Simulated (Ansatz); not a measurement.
Basis sets compared for Cd₇⁺. The state is a doublet with charge 1. Geometry PBE/def2-SVP. Ansatz on 4 threads of Arm Neoverse V2 on a shared host; times are rough, and most runs start from earlier orbitals.

Cartesian coordinates in Å:
```
Cd -0.8879 -1.6636 2.8469
Cd 1.8696 -0.1407 0.2472
Cd 0.1231 1.2496 -2.1396
Cd -0.4277 -2.4485 -0.0581
Cd -0.1230 3.4159 -0.0149
Cd -0.4344 1.2496 2.1007
Cd -0.1198 -1.6623 -2.9823
```

In the def2 sets Cd takes a core potential; there is no spin–orbit coupling. Another isomer (doublet) lies 0.04 eV lower at PBE0/def2-TZVP; other spin states weren't run for this one.

```json
{"level": "PBE/def2-SVP", "functions": "217", "energy (Eh)": "-1174.0433", "HOMO (eV)": "-7.53", "LUMO (eV)": "-7.30", "wall time": "11 s"}
{"level": "PBE0/def2-SVP", "functions": "217", "energy (Eh)": "-1173.9552", "HOMO (eV)": "-7.91", "LUMO (eV)": "-6.66", "wall time": "19 s"}
```

Estimate the rows for PBE/def2-TZVP (with forces), PBE0/def2-TZVP.


| level | functions | energy (Eh) | HOMO (eV) | LUMO (eV) | wall time |
| --- | --- | --- | --- | --- | --- |
| PBE/def2-TZVP (with forces) | 280 | -1174.3423 | -7.54 | -7.31 | 14 s |
| PBE0/def2-TZVP | 280 | -1174.2436 | -7.91 | -6.64 | 28 s |
